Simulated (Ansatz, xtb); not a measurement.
# Relaxing a trial structure of C2H5FSi

The starting geometry of this gas-phase singlet was built from a drawn formula by distance geometry and a force field; its bonds are those of `F[C]C[SiH3]`.

```yaml
atoms:
  - { symbol: C, position_ang: [0.5973, -2.8128, 0.1640] }
  - { symbol: C, position_ang: [2.0951, -2.6493, 0.4417] }
  - { symbol: F, position_ang: [-0.6629, -2.9084, -0.1207] }
  - { symbol: Si, position_ang: [2.6204, -0.9332, 0.6918] }
  - { symbol: H, position_ang: [2.6354, -3.0953, -0.4051] }
  - { symbol: H, position_ang: [2.3097, -3.2543, 1.3372] }
  - { symbol: H, position_ang: [1.8861, -0.2786, 1.8494] }
  - { symbol: H, position_ang: [2.3869, -0.1218, -0.5273] }
  - { symbol: H, position_ang: [4.0695, -0.8512, 0.9688] }
```

Where would you expect an optimisation with r2SCAN-D4/def2-SVP to take it?

It keeps its bonds, and is `F[C]C[SiH3]`.

The energy falls by 3.94 eV over 19 steps:

```
step  E − E(last) (eV)
   1             3.940
   3             2.518
   5             0.741
   7             0.122
   9             0.017
  11             0.007
  13             0.003
  15             0.000
  17             0.000
  19             0.000
```

Final geometry (Å):

| atom | x (Å) | y (Å) | z (Å) |
| --- | --- | --- | --- |
| C | 0.5516 | -2.6048 | 0.4895 |
| C | 1.9860 | -2.7874 | 0.5465 |
| F | 0.1672 | -2.7390 | -0.7776 |
| Si | 2.4825 | -0.9193 | 0.7102 |
| H | 2.5016 | -3.2505 | -0.3175 |
| H | 2.3144 | -3.1798 | 1.5226 |
| H | 2.1186 | -0.4064 | 2.0554 |
| H | 1.8503 | -0.1091 | -0.3653 |
| H | 3.9652 | -0.9085 | 0.5361 |

From the same start GFN2-xTB ends elsewhere, at `C=C(F)[SiH3]`.

The end wasn't checked by frequencies. Run with Ansatz 0.2.0, 53 s on 2 threads of Arm Neoverse N1, on a shared host.
